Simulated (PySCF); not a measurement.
Molecular orbitals of GeF⁺

PBE0 at R = 1.678 Å; basis Ge cc-pVTZ-PP with ECP10, F cc-pVTZ; scalar-relativistic core potentials; PySCF 2.14. State: ¹Σ⁺ (singlet), closed shell. Only the outer orbitals are listed, counted within each symmetry, core potentials removing the inner ones.

```json
{"orbital": "5σ", "occ.": "2", "ε (eV)": "-39.67", "on Ge (%)": "18", "main shells (%)": "81 F s, 13 Ge d"}
{"orbital": "6σ", "occ.": "2", "ε (eV)": "-22.69", "on Ge (%)": "50", "main shells (%)": "49 Ge s, 45 F p"}
{"orbital": "3π", "occ.": "2", "ε (eV)": "-19.27", "on Ge (%)": "9", "main shells (%)": "91 F p"}
{"orbital": "3π", "occ.": "2", "ε (eV)": "-19.27", "on Ge (%)": "9", "main shells (%)": "91 F p"}
{"orbital": "7σ", "occ.": "2", "ε (eV)": "-17.89", "on Ge (%)": "64", "main shells (%)": "45 Ge s, 36 F p, 18 Ge p"}
{"orbital": "4π", "occ.": "0", "ε (eV)": "-9.82", "on Ge (%)": "95", "main shells (%)": "94 Ge p"}
{"orbital": "4π", "occ.": "0", "ε (eV)": "-9.82", "on Ge (%)": "95", "main shells (%)": "94 Ge p"}
{"orbital": "8σ", "occ.": "0", "ε (eV)": "-6.37", "on Ge (%)": "95", "main shells (%)": "76 Ge p, 14 Ge d"}
```

**Question.** Which are the highest filled and the lowest empty level, where do they sit, and how wide is the gap?

**Answer.** Highest filled 7σ at -17.89 eV (in %: 45 Ge s, 36 F p, 18 Ge p); lowest empty 4π at -9.82 eV (in %: 94 Ge p); the gap at PBE0 is 8.07 eV.

```
bond order (Mayer)                                                                                                : 1.30
⟨S²⟩                                                                                                              : 0.000
charge on Ge (Mulliken, basis-dependent)                                                                          : 1.21
charge on Ge (Löwdin, basis-dependent)                                                                            : 1.04
dipole moment (positive dipole points towards F; it is taken about the centre of mass and depends on that origin) : -2.83 D
polarisability along the bond                                                                                     : 21.4 bohr³
polarisability across the bond                                                                                    : 16.8 bohr³
```
